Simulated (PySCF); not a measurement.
Electron correlation in C (carbon, neutral)

[He] 2s2 2p2, high-spin 3P determinant. Computed with PySCF 2.14 in cc-pVDZ (3s2p1d, 14 functions), with no relativity, point nucleus. Frozen: 1s2; 4 electrons correlated.

MP2 pair energies summed by pair of shells (mhartree):

```
 pair  energy  share (%)
2s-2p  -30.35       58.6
2s-2s  -15.89       30.7
2p-2p   -5.53       10.7
```

Total MP2 correlation energy: -51.77 mhartree.

Same-spin part -9.33 and opposite-spin part -42.44 mhartree; SCS-MP2 scales them by 1/3 and 6/5 to -54.03 mhartree.

```tsv
level	correlation energy (mhartree)
CCSD	-72.91
(T)	-0.93
CCSD(T)	-73.84
```

Diagnostics: T1 = 0.0066, D1 = 0.0131, largest double amplitude 0.123.

Cost of the coupled-cluster step: 0.12 s of wall time on 1 thread of Intel(R) Xeon(R) Platinum 8488C (shared host), for 4 correlated electrons.
